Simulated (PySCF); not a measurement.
## Working out the ionisation energy of Cu¹¹⁺

Cu¹¹⁺ [Ar] (1S) → Cu¹²⁺ [Ne] 3s2 3p5 (2P). All numbers are calculated (PySCF 2.14, the spin-free X2C one-electron Hamiltonian (Gaussian nucleus), in an uncontracted even-tempered set (19 s from 0.69 bohr⁻², ratio 2.5; 12 p from 0.9 bohr⁻², ratio 2.5; 5 d from 6.3 bohr⁻², ratio 2.7; 4 f from 9.5 bohr⁻², ratio 2.7)). Frozen: 1s2; the 22 highest virtual orbitals dropped. Energies in hartree (1 hartree = 27.21139 eV):

```json
{"part": "UHF", "Cu¹¹⁺ (lower)": "-1605.728052", "Cu¹²⁺ (upper)": "-1592.244477"}
{"part": "CCSD correlation", "Cu¹¹⁺ (lower)": "-0.597867", "Cu¹²⁺ (upper)": "-0.569672"}
{"part": "(T)", "Cu¹¹⁺ (lower)": "-0.003211", "Cu¹²⁺ (upper)": "-0.003140"}
```

**Question.** What does Hartree-Fock give?

**Answer.** (-1592.244477) − (-1605.728052) = 13.483575 hartree = 366.907 eV.

**Question.** What do CCSD and CCSD(T) give?

**Answer.** The CCSD correlation energies differ by 0.028195 hartree = 0.767 eV and the triples by 0.000071 hartree = 0.002 eV, so CCSD gives 367.674 eV and CCSD(T) 367.676 eV.

A first-order spin-orbit estimate adds -1.141 eV to CCSD(T) (outer shells), giving 366.535 eV against 367 ± 0.9 eV (semi-empirical (NIST evaluation); NIST Atomic Spectra Database, ionization energies).

What remains against the reference includes basis incompleteness, the frozen core and higher excitations.
